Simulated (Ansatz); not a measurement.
Complex (SMILES): [SiH4] (SiH4) with [H][H] (H2), atoms 1 to 5 the first; geometry from B3LYP-D3(BJ)/def2-TZVP, monomers rigid:
```xyz
7

Si     0.0572    -0.2137    -0.1147
H      1.0024     0.6011     0.6813
H     -0.6863    -1.1236     0.7855
H     -0.8976     0.6793    -0.8090
H      0.8074    -1.0085    -1.1129
H     -1.6187     1.7089     2.1168
H     -2.0030     2.1245     2.5994
```

Interaction energy at PBE with Ansatz (an electronic-structure program), kcal/mol, without and with the counterpoise correction (monomers among the partner's ghost functions). Cartesian d functions, on some or all atoms, in 6-31G*, 6-31G**; all else is spherical. The program fits the integrals of some runs and decomposes those of others, by size. No added dispersion term, no relativity. Reference, counterpoise-corrected: the value in aug-pcseg-3, -0.11.

```json
[
 {"basis": "STO-3G", "functions": "15", "uncorrected": "-0.08", "counterpoise": "0.02", "counterpoise correction": "0.10", "mean of both": "-0.03"},
 {"basis": "3-21G", "functions": "25", "uncorrected": "-0.51", "counterpoise": "-0.09", "counterpoise correction": "0.42", "mean of both": "-0.30"},
 {"basis": "def2-SV(P)", "functions": "30", "uncorrected": "-0.31", "counterpoise": "-0.14", "counterpoise correction": "0.16", "mean of both": "-0.23"},
 {"basis": "6-31G*", "functions": "31", "uncorrected": "-0.19", "counterpoise": "-0.10", "counterpoise correction": "0.09", "mean of both": "-0.15"},
 {"basis": "6-31G**", "functions": "49", "uncorrected": "-0.19", "counterpoise": "-0.10", "counterpoise correction": "0.09", "mean of both": "-0.15"},
 {"basis": "cc-pV(D+d)Z", "functions": "53", "uncorrected": "-0.21", "counterpoise": "-0.13", "counterpoise correction": "0.08", "mean of both": "-0.17"},
 {"basis": "cc-pV(T+d)Z", "functions": "123", "uncorrected": "-0.13", "counterpoise": "-0.11", "counterpoise correction": "0.02", "mean of both": "-0.12"},
 {"basis": "def2-TZVPP", "functions": "126", "uncorrected": "-0.12", "counterpoise": "-0.11", "counterpoise correction": "0.01", "mean of both": "-0.12"},
 {"basis": "def2-TZVPPD", "functions": "150", "uncorrected": "-0.13", "counterpoise": "-0.11", "counterpoise correction": "0.01", "mean of both": "-0.12"},
 {"basis": "aug-pcseg-2", "functions": "188", "uncorrected": "-0.14", "counterpoise": "-0.11", "counterpoise correction": "0.03", "mean of both": "-0.12"},
 {"basis": "cc-pV(Q+d)Z", "functions": "244", "uncorrected": "-0.12", "counterpoise": "-0.11", "counterpoise correction": "0.01", "mean of both": "-0.11"},
 {"basis": "aug-cc-pV(Q+d)Z", "functions": "365", "uncorrected": "-0.13", "counterpoise": "-0.11", "counterpoise correction": "0.02", "mean of both": "-0.12"}
]
```

The corrected value lies nearer the reference in 11 of 12 rows.
